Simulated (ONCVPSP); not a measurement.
## Reading a pseudo-wave (Al (Z = 13))

Columns: radius, all-electron u(r) and pseudo u(r) of the 3s shell (level -7.75 eV) of aluminium in the configuration [Ne] 3s2 3p1; PBE, scalar-relativistic, ONCV scheme, ONCVPSP 4.0.1.

| r (bohr) | all-electron | pseudo |
| --- | --- | --- |
| 0.125 | 0.0751 | 0.0283 |
| 0.250 | -0.1697 | 0.0574 |
| 0.375 | -0.2881 | 0.0889 |
| 0.500 | -0.2742 | 0.1248 |
| 0.625 | -0.1816 | 0.1670 |
| 0.750 | -0.0539 | 0.2156 |
| 0.875 | 0.0818 | 0.2691 |
| 1.000 | 0.2104 | 0.3252 |
| 1.125 | 0.3244 | 0.3818 |
| 1.250 | 0.4208 | 0.4383 |
| 1.375 | 0.4993 | 0.4942 |
| 1.500 | 0.5610 | 0.5478 |
| 1.625 | 0.6078 | 0.5958 |
| 1.750 | 0.6411 | 0.6340 |
| 1.875 | 0.6624 | 0.6596 |
| 2.000 | 0.6730 | 0.6725 |
| 2.125 | 0.6747 | 0.6746 |
| 2.250 | 0.6688 | 0.6688 |
| 2.375 | 0.6567 | 0.6567 |
| 2.500 | 0.6398 | 0.6398 |
| 2.625 | 0.6190 | 0.6190 |
| 2.750 | 0.5954 | 0.5954 |
| 2.875 | 0.5698 | 0.5697 |
| 3.000 | 0.5428 | 0.5428 |
| 3.125 | 0.5150 | 0.5150 |
| 3.250 | 0.4870 | 0.4870 |

Problem. How many radial nodes do the two functions have?

Solution. The all-electron 3s function has n − l − 1 = 2; the pseudo-wave has 0, since the states of the same l below it are removed with the core.

Problem. At about which radius was the pseudo-wave matched?

Solution. 2.20 bohr, where the columns begin to agree (steps of 0.12 bohr).

Problem. Where does each function peak?

Solution. Outermost all-electron maximum near 2.12 bohr, pseudo maximum near 2.12 bohr (to the table’s step).

Problem. Is the pseudo-wave norm-conserving?

Solution. Yes: the ONCV scheme keeps the norm inside the radius equal to the all-electron one, which fixes the energy derivative of the logarithmic derivative at the level.
